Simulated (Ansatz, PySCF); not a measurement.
C2H10Si2, SMILES C(C)[SiH2][SiH3]. Atoms are numbered in the order given.

```xyz
14

C      1.9390    -0.8511    -0.7744
C      1.5328     0.5884    -0.4361
Si     0.0704     0.6944     0.7585
Si    -1.7643    -0.4616    -0.1144
H      2.8075    -0.8802    -1.4518
H      1.1182    -1.3968    -1.2691
H      2.2068    -1.4180     0.1325
H      2.3821     1.1359     0.0079
H      1.2617     1.1383    -1.3543
H      0.4371     0.0914     2.0782
H     -0.3120     2.1210     0.9929
H     -2.0411     0.0053    -1.5079
H     -2.9884    -0.2392     0.7119
H     -1.4902    -1.9298    -0.1632
```
Charge 0, spin multiplicity 1.

The structure is a stationary point at ωB97X-D3(BJ)/def2-SVP. Other conformers were not sampled.

Two levels are set side by side: PBE-D3(BJ)/def2-SVP (Ansatz, a first-principles code) and ωB97X-D3(BJ)/def2-SVP (PySCF). Each level has its own optimised geometry; the coordinates shown are those of the second. Frequencies come from the Hessian of PySCF at each geometry. Differences are taken from unrounded values.

```json
[
 {"quantity": "mean bond length (Å)", "ωB97X-D3(BJ)": "1.443", "PBE-D3(BJ)": "1.453", "PBE-D3(BJ) minus ωB97X-D3(BJ)": "0.010"},
 {"quantity": "bond C1–C2 (Å)", "ωB97X-D3(BJ)": "1.533", "PBE-D3(BJ)": "1.534", "PBE-D3(BJ) minus ωB97X-D3(BJ)": "0.001"},
 {"quantity": "bond C2–Si3 (Å)", "ωB97X-D3(BJ)": "1.891", "PBE-D3(BJ)": "1.905", "PBE-D3(BJ) minus ωB97X-D3(BJ)": "0.014"},
 {"quantity": "bond Si3–Si4 (Å)", "ωB97X-D3(BJ)": "2.338", "PBE-D3(BJ)": "2.355", "PBE-D3(BJ) minus ωB97X-D3(BJ)": "0.018"},
 {"quantity": "bond C1–H5 (Å)", "ωB97X-D3(BJ)": "1.102", "PBE-D3(BJ)": "1.110", "PBE-D3(BJ) minus ωB97X-D3(BJ)": "0.008"},
 {"quantity": "bond C1–H6 (Å)", "ωB97X-D3(BJ)": "1.103", "PBE-D3(BJ)": "1.110", "PBE-D3(BJ) minus ωB97X-D3(BJ)": "0.007"},
 {"quantity": "bond C1–H7 (Å)", "ωB97X-D3(BJ)": "1.103", "PBE-D3(BJ)": "1.110", "PBE-D3(BJ) minus ωB97X-D3(BJ)": "0.007"},
 {"quantity": "bond C2–H8 (Å)", "ωB97X-D3(BJ)": "1.104", "PBE-D3(BJ)": "1.112", "PBE-D3(BJ) minus ωB97X-D3(BJ)": "0.008"},
 {"quantity": "bond C2–H9 (Å)", "ωB97X-D3(BJ)": "1.104", "PBE-D3(BJ)": "1.112", "PBE-D3(BJ) minus ωB97X-D3(BJ)": "0.008"},
 {"quantity": "bond Si3–H10 (Å)", "ωB97X-D3(BJ)": "1.497", "PBE-D3(BJ)": "1.510", "PBE-D3(BJ) minus ωB97X-D3(BJ)": "0.013"},
 {"quantity": "bond Si3–H11 (Å)", "ωB97X-D3(BJ)": "1.495", "PBE-D3(BJ)": "1.509", "PBE-D3(BJ) minus ωB97X-D3(BJ)": "0.013"},
 {"quantity": "bond Si4–H12 (Å)", "ωB97X-D3(BJ)": "1.495", "PBE-D3(BJ)": "1.508", "PBE-D3(BJ) minus ωB97X-D3(BJ)": "0.013"},
 {"quantity": "bond Si4–H13 (Å)", "ωB97X-D3(BJ)": "1.494", "PBE-D3(BJ)": "1.506", "PBE-D3(BJ) minus ωB97X-D3(BJ)": "0.013"},
 {"quantity": "bond Si4–H14 (Å)", "ωB97X-D3(BJ)": "1.494", "PBE-D3(BJ)": "1.507", "PBE-D3(BJ) minus ωB97X-D3(BJ)": "0.013"},
 {"quantity": "highest harmonic wavenumber (cm⁻¹)", "ωB97X-D3(BJ)": "3150", "PBE-D3(BJ)": "3052", "PBE-D3(BJ) minus ωB97X-D3(BJ)": "-98"},
 {"quantity": "mean harmonic wavenumber (cm⁻¹)", "ωB97X-D3(BJ)": "1319", "PBE-D3(BJ)": "1265", "PBE-D3(BJ) minus ωB97X-D3(BJ)": "-54"},
 {"quantity": "zero-point energy (kcal/mol)", "ωB97X-D3(BJ)": "67.87", "PBE-D3(BJ)": "65.08", "PBE-D3(BJ) minus ωB97X-D3(BJ)": "-2.79"}
]
```

Exact exchange shortens and stiffens bonds; PBE has none. Differences between two approximate levels are no errors against the true value.
